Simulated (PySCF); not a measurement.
Computed shifts of a molecule CH3F3OSi, PBE0/pcSseg-1 (PySCF), GIAO, gas phase, equivalent atoms averaged, in ppm (number of nuclei): ¹³C: 51.2 (1). ²⁹Si: -55.2 (1). ¹⁹F: -155.1 (3). ¹H: 3.93 (2), 0.03 (1). References: ¹⁷O against H2O (σ = 334.2 ppm); ¹³C against TMS (σ = 186.3 ppm); ²⁹Si against TMS (σ = 352.7 ppm); ¹⁹F against CFCl3 (σ = 167.2 ppm); ¹H against TMS (σ = 31.56 ppm), references at their B3LYP-D3(BJ)/def2-TZVP geometries, non-relativistic. Geometry optimised at B3LYP-D3(BJ)/def2-SVP. Other conformers were not sampled.

Problem. Which structure fits?
A. CO[Si](F)(F)F
B. OC[Si](F)(F)F
C. O[Si](F)(F)CF
D. O[SiH2]C(F)(F)F

Solution. B, OC[Si](F)(F)F
